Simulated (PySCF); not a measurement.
B(H)(F)(OEt) (C2H6BFO), SMILES CCOBF.

Geometry: B3LYP-D3(BJ)/def2-SVP. The structure was generated by enumeration, and PubChem lists no compound with its InChIKey, so it may never have been made. One conformer was computed; it need not be the lowest.

Two levels are set side by side: TDA-PBE/def2-SVPD (PySCF) and TDA-CAM-B3LYP/def2-SVPD (PySCF). Vertical, same geometry. The lowest singlet is HOMO−1→LUMO 54 %, HOMO→LUMO 44 % with PBE and HOMO−1→LUMO+1 66 %, HOMO−1→LUMO 12 % with the other functional; states are paired by order. Differences are taken from unrounded values.

```tsv
quantity	TDA-CAM-B3LYP
lowest singlet excitation (eV)	8.44
lowest triplet excitation (TDA) (eV)	7.51
first bright state (f over 0.05) (eV)	8.84
its oscillator strength	0.10
```

Q: What does TDA-PBE give, and how far is it from TDA-CAM-B3LYP? (Estimate from the structure and the level; the computed values follow.)

A: 
| quantity | TDA-PBE | TDA-PBE minus TDA-CAM-B3LYP |
|---|---|---|
| lowest singlet excitation (eV) | 7.27 | -1.16 |
| lowest triplet excitation (TDA) (eV) | 6.67 | -0.84 |
| first bright state (f over 0.05) (eV) | 7.71 | -1.13 |
| its oscillator strength | 0.07 | -0.03 |

Functionals without exact exchange tend to place singlet excitations lower, as here. Differences between two approximate levels are no errors against the true value.

Rough cost on one machine, each run with all the roots and properties that it gave: TDA-CAM-B3LYP against TDA-PBE about 3 times.
